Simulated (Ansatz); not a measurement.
Basis-set extrapolation for `F[Si]([SiH2])(Cl)Cl` radical (PBE0-D4/def2-TZVP geometry, frozen core, Ansatz). Multiplicity 2, UHF reference.

```json
{"": "HF", "def2-TZVPP": "-1597.703297", "def2-QZVPP": "-1597.751481"}
{"": "MP2 correlation", "def2-TZVPP": "-0.838040", "def2-QZVPP": "-0.920045"}
{"": "CCSD(T) correlation", "def2-TZVPP": "-0.926892", "def2-QZVPP": "not run"}
```

Energies in hartree. Use E(X) = E(∞) + A·exp(−7.88·√X) for Hartree–Fock and E(X) = E(∞) + B·X^(−2.97) for correlation, with X = 3 and 4, and add CCSD(T) minus MP2 of the smaller set to the MP2 limit.

Task: What is the CCSD(T) energy at the basis-set limit?

Result: HF limit: -1597.751481 + (-0.048184) × 0.13774 = -1597.75812. MP2 limit: -0.920045 + (-0.082005) × 0.74074 = -0.98079. Higher-order term: -0.926892 − (-0.838040) = -0.08885. Total: -1598.82776 hartree, 518.7 kJ/mol below CCSD(T)/def2-TZVPP.
